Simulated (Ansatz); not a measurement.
C2H6AlS (`[CH3][Al][S]C`) radical. Charge 0, multiplicity 2.

Cartesian coordinates in Å:
```
C 0.336 2.459 0.318
Al -0.369 0.638 0.545
S 0.550 -0.901 -0.714
C -0.352 -2.425 -0.290
H -0.210 2.966 -0.483
H 0.234 3.060 1.224
H 1.393 2.422 0.037
H 0.362 -3.167 0.065
H -1.099 -2.249 0.484
H -0.846 -2.802 -1.185
```

Problem. List the harmonic frequencies (cm⁻¹, unscaled) at PBE0-D4/def2-TZVP in Ansatz. (An estimate is asked.)

Solution. Ansatz gave: 21, 66, 93, 114, 208, 461, 595, 629, 676, 727, 973, 975, 1188, 1347, 1429, 1438, 1466, 1476, 3037, 3063, 3121, 3140, 3153, 3158.

Problem. Is this a minimum?

Solution. Yes, all 24 modes are real.

Problem. Give the ideal-gas thermochemistry at 298.15 K and 1 bar (rigid rotor, harmonic oscillator; point group C1, symmetry number 1).

Solution. Zero-point energy 194.7 kJ/mol; H(298) − E = 216.8 kJ/mol; entropy 373.0 J/(mol·K), of which translation 164.9, rotation 109.6, vibration 92.8, electronic 5.8; G(298) − E = 105.6 kJ/mol. Modes under 100 cm⁻¹ are hindered rotations or soft bends, so the harmonic entropy is rough.

Problem. And at 400, 500, 600, 800 and 1000 K?

Solution. 
```csv
T (K),H − E (kJ/mol),S (J/mol/K),G − E (kJ/mol)
400,227.9,405.1,65.9
500,240.4,432.8,24.0
600,254.1,457.8,-20.6
800,284.6,501.5,-116.6
1000,318.3,539.1,-220.8
```
